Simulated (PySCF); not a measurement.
Method: PySCF 2.14.0 with B3LYP-D3(BJ)/def2-TZVP. All species are isolated molecules in the gas phase. B3LYP has the VWN-RPA correlation part, as in Gaussian. Excitations are Tamm–Dancoff values on a coarser integration grid. The basis has no diffuse functions, so Rydberg states are missing or too high.

Reference species (SMILES): `[F][In]([F])[F]` (neutral, multiplicity 1).

The S1–T1 gap (TDA) comes out as 0.64 eV. The HOMO is -10.88 eV and the LUMO is -3.94 eV.

Changed species: `[CH3][In]([CH3])[CH3]` (3 of 3 F replaced by CH3; the reference has 0 of 3 F replaced by CH3).

Problem. What does the change do to the S1–T1 gap (TDA), HOMO and LUMO?

Solution. the S1–T1 gap (TDA) drops by 0.41 eV, to 0.23 eV; the HOMO goes up by 4.13 eV, to -6.75 eV; the LUMO increases by 2.76 eV, to -1.18 eV.
